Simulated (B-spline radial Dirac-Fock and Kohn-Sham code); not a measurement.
## Satellites and hypersatellites of the K lines of Ge³⁺

System: germanium as Ge³⁺, configuration [Ar] 3d10 4s1, inside a Watson sphere of charge -3 and radius 2.4 Å (a model of the Madelung potential; inside it an electron's potential energy is raised by 18.0 eV).

Input of the calculation (task.json; shells as n, l, electrons):

```json
{"items": [{
  "Z": 32,
  "q": 3,
  "cfg": [[1, 0, 2], [2, 0, 2], [2, 1, 6], [3, 0, 2], [3, 1, 6], [3, 2, 10], [4, 0, 1]],
  "A": 74,
  "rrms": 4.0742,
  "watson": [-3, 2.4],
  "do": ["binding", "quiet", "double"]
}]}
```

Command: `python xray_run.py task.json out`

These are calculated numbers from an atomic code on a B-spline grid; the model is ΔSCF Dirac-Fock with Breit, self-energy and vacuum polarisation, finite nucleus, configuration average. Each two-hole energy is an average over J within one jj subconfiguration, not an observable level; in light atoms, where LS coupling holds, the j-resolved values are not observed lines, and for a K spectator the Kα1 hypersatellite is nearly forbidden. No correlation.

Lines without a spectator: Kα2 (K-L2) 9854.9 eV, Kα1 (K-L3) 9886.2 eV, Kβ3 (K-M2) 10976.3 eV, Kβ1 (K-M3) 10980.6 eV. Shifts in eV with one spectator hole (a dash: not computed, or left out as unreliable):

| spectator hole | Kα2 | Kα1 | Kβ3 | Kβ1 |
| --- | --- | --- | --- | --- |
| L2 (2p1/2) | +33.5 | +41.2 | – | +89.9 |
| L3 (2p3/2) | +37.0 | +35.8 | +85.5 | – |
| M2 (3p1/2) | – | +3.31 | +6.97 | +9.05 |
| M3 (3p3/2) | +2.90 | – | +8.34 | +7.83 |
| M4 (3d3/2) | -0.05 | -1.15 | – | – |
| M5 (3d5/2) | -1.26 | -0.54 | – | – |

Q: Where does the K-L3 hypersatellite lie, emitted when both K electrons are missing?

A: +346.9 eV from the normal line, at 10233.1 eV. Removing both K electrons costs 22728.8 eV, which is 465.4 eV more than twice the K binding energy.

With n spectator holes in 2p, averaged over the 2p shell (energies in eV):

```
n     KαLⁿ   step  hypersatellite KαʰLⁿ
0   9875.7      –               10221.3
1   9913.2  +37.4               10259.9
2   9951.6  +38.5               10299.6
3   9991.2  +39.5               10340.4
4  10031.8  +40.6               10382.3
5  10073.6  +41.8               10425.4
```
